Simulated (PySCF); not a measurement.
Run record: geometry optimisation, Zr(OMe)F3, `C[O][Zr]([F])([F])[F]`.

Computed with PBE0-D3(BJ)/def2-SVP geometry optimisation, gas phase, def2 core potentials past Kr (PySCF 2.14.0). Start geometry: GFN2-xTB. The input is one job of a driver script: a line of settings, then coordinates in Å.

Input:
```
{"job": {"xc": "PBE0", "basis": "def2-SVP", "d3": "d3bj", "grid": 1, "maxiter": 30, "shake": 0.03, "kind": "geom"}, "charge": 0, "multiplicity": 1}
Zr    -0.314590     0.515250    -1.112120
O     -0.410310     0.622370     0.726320
C      0.250650    -0.492890     1.216330
H     -0.054590    -1.417600     0.866280
H      0.246650    -0.486680     2.306470
H      1.364390    -0.418570     0.931020
F      1.444470     0.500990    -1.613260
F     -1.204680     2.104690    -1.801110
F     -1.189250    -0.996990    -1.545590
```

Output:
```
step   0  E = -461.25010525  max force = 0.091947
step   1  E = -461.27331762  max force = 0.027945
step   2  E = -461.27779802  max force = 0.010329
step   3  E = -461.28016898  max force = 0.015630
step   4  E = -461.28214919  max force = 0.011174
step   5  E = -461.28532805  max force = 0.013148
step   6  E = -461.26845340  max force = 0.041653
step   7  E = -461.28101136  max force = 0.026851
step   8  E = -461.28794096  max force = 0.009114
step   9  E = -461.28879973  max force = 0.012787
step  10  E = -461.28966313  max force = 0.009868
step  11  E = -461.29043197  max force = 0.003568
step  12  E = -461.29077235  max force = 0.003246
step  13  E = -461.29098847  max force = 0.004065
step  14  E = -461.29109714  max force = 0.002357
step  15  E = -461.29116893  max force = 0.001559
step  16  E = -461.29078303  max force = 0.010158
step  17  E = -461.29112647  max force = 0.002089
step  18  E = -461.29123405  max force = 0.000835
step  19  E = -461.29123780  max force = 0.000233
optimisation converged
```

Energies in Eh; «max force» is the largest Cartesian gradient component in Eh/bohr.

Task: Give the first gradient maximum in eV/Å.

Result: With 1 Eh/bohr = 51.422 eV/Å, 4.728 eV/Å.

Task: At which steps does the energy rise by more than 1e-5 Eh?

Result: At steps 6 (+16.87 mEh) and 16 (+0.39 mEh).

Main results: final energy -461.29124 Eh after 19 steps; dipole 2.99 D.

Task: How long does this job take on an Arm Neoverse N1 with one thread, no GPU, on a shared host? And the peak memory of the process?

Result: About 3.4 min, with 0.47 GiB resident at the peak, the Python interpreter and its libraries included.
Labels such as C1 count atoms from 1, the log's own numbers from 0.
